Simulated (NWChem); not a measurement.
System: CH$_{3}$IOSi, singlet; SMILES CO[Si]I

The following NWChem deck was run.

```
start job
memory heap 200 mb stack 900 mb global 1100 mb
geometry units angstroms noautoz
  Si     1.234115    -1.107308    -0.001365
  I     -0.068729     1.073684    -0.000334
  O      0.056506    -2.250716     0.002844
  C     -1.342296    -2.371704     0.008418
  H     -1.831290    -1.383920    -0.010880
  H     -1.658936    -2.951228    -0.872169
  H     -1.655860    -2.914090     0.913389
end
basis spherical
  * library def2-svp
end
ecp
  I library def2-ecp
end
dft
  xc b3lyp
  iterations 150
  vectors input atomic output neutral.movecs
end
task dft energy
charge 1
dft
  odft
  mult 2
  vectors input atomic output cation.movecs
end
task dft energy
```

Excerpt of the output:

```
             Northwest Computational Chemistry Package (NWChem) 7.3.0
             --------------------------------------------------------

 C1  symmetry detected

                             Geometry "geometry" -> ""
                             -------------------------

 Output coordinates in angstroms (scale by  1.889725989 to convert to a.u.)

  No.       Tag          Charge          X              Y              Z
 ---- ---------------- ---------- -------------- -------------- --------------
    1 Si                  14.0000     1.22333928    -1.13037237     0.00023475
    2 I                   53.0000    -0.07908653     1.05086961    -0.00003340
    3 O                    8.0000     0.04550533    -2.27355600    -0.00071592
    4 C                    6.0000    -1.35333027    -2.39427926     0.00031225
    5 H                    1.0000    -1.84207332    -1.40637640    -0.01925676
    6 H                    1.0000    -1.66731450    -2.97261506    -0.88200517
    7 H                    1.0000    -1.66983695    -2.93776126     0.90359975

 Effective nuclear repulsion energy (a.u.)     381.8216622112

                                 NWChem DFT Module
                                 -----------------

 Summary of "ao basis" -> "ao basis" (spherical)
 ------------------------------------------------------------------------------
       Tag                 Description            Shells   Functions and Types
 ---------------- ------------------------------  ------  ---------------------
 Si                         def2-svp                 8       18   4s3p1d
 I                          def2-svp                10       26   4s4p2d
 O                          def2-svp                 6       14   3s2p1d
 C                          def2-svp                 6       14   3s2p1d
 H                          def2-svp                 3        5   2s1p

            General Information
            -------------------
          SCF calculation type: DFT
          Wavefunction type:  closed shell.
          No. of atoms     :     7
          No. of electrons :    56
           Alpha electrons :    28
            Beta electrons :    28
          Charge           :     0
          Spin multiplicity:     1
          Use of symmetry is: off; symmetry adaption is: off
          Maximum number of iterations: 150
          AO basis - number of functions:    87
                     number of shells:    39
          Convergence on energy requested:  1.00D-06
          Convergence on density requested:  1.00D-05
          Convergence on gradient requested:  5.00D-04

              XC Information
              --------------
                         B3LYP Method XC Potential
                     Hartree-Fock (Exact) Exchange  0.200
                        Slater Exchange Functional  0.800 local
                    Becke 1988 Exchange Functional  0.720 non-local
              Lee-Yang-Parr Correlation Functional  0.810
                  VWN I RPA Correlation Functional  0.190 local

             Grid Information
             ----------------
          Grid used for XC integration:  medium
          Radial quadrature: Mura-Knowles
          Angular quadrature: Lebedev.
          Tag              B.-S. Rad. Rad. Pts. Rad. Cut. Ang. Pts.
          ---              ---------- --------- --------- ---------
          Si                  1.10       88          10.0       590
          I                   1.40      123          11.0       590
          O                   0.60       49          10.0       434
          C                   0.70       49          11.0       434
          H                   0.35       45          12.0       434
          Grid pruning is: on
          Number of quadrature shells:   444
          Spatial weights used:  Erf1

      Superposition of Atomic Density Guess
      -------------------------------------

 Sum of atomic energies:        -749.67946563

      Non-variational initial energy
      ------------------------------

 Total energy =    -700.381986
 1-e energy   =   -1528.649930
 2-e energy   =     599.564219
 HOMO         =      -0.263508
 LUMO         =      -0.031584

   convergence    iter        energy       DeltaE   RMS-Dens  Diis-err
 ---------------- ----- ----------------- --------- --------- ---------
 d= 0,ls=0.0,diis     1   -702.2372109906 -9.31D+02  1.51D-02  4.91D-01
 d= 0,ls=0.0,diis     2   -702.1657898819  7.14D-02  8.38D-03  1.18D+00
 d= 0,ls=0.0,diis     3   -702.3016366660 -1.36D-01  2.48D-03  4.65D-02
 d= 0,ls=0.0,diis     4   -702.3041690713 -2.53D-03  1.51D-03  1.36D-02
 d= 0,ls=0.0,diis     5   -702.3063823065 -2.21D-03  2.90D-04  3.85D-04
  Resetting Diis
 d= 0,ls=0.0,diis     6   -702.3064431313 -6.08D-05  6.00D-05  2.84D-05
 d= 0,ls=0.0,diis     7   -702.3064469348 -3.80D-06  2.59D-05  1.22D-06
 d= 0,ls=0.0,diis     8   -702.3064468549  7.98D-08  1.27D-05  1.88D-06
 d= 0,ls=0.0,diis     9   -702.3064471064 -2.51D-07  2.13D-06  9.97D-08

         Total DFT energy =     -702.306447106409
      One electron energy =    -1531.329172512665
           Coulomb energy =      658.700381645773
    Exchange-Corr. energy =      -58.381381520294
 Nuclear repulsion energy =      228.703725280777

 Numeric. integr. density =       55.999973033730

                       DFT Final Molecular Orbital Analysis
                       ------------------------------------

[...]
```

Level: B3LYP/def2-SVP with def2 effective core potentials on I, vertical spin-unrestricted ions. Low-valent species are run as closed-shell singlets; no triplet was tried in these runs. Coordinates come from a PBE0/def2-SVP optimisation. Not confirmed as a minimum by frequencies. def2 effective core potentials on I; no spin-orbit coupling.
